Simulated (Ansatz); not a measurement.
Problem. Name a neutral molecule of B, O, S, Si and H with HOMO–LUMO gap (ωB97M-V/def2-TZVPP) between 10.85 and 11.15 eV and LUMO energy (PBE/def2-TZVPP) between -1.30 and -1.00 eV (Ansatz, PBE0-D4/def2-TZVP geometry).

Solution. `[SiH3]OB(S)S` (11.02 eV, -1.13 eV); `[SiH3]OB(S)O[SiH3]` (11.02 eV, -1.15 eV). Other molecules can fit too; these were computed, each in one conformer that needn't be the lowest.
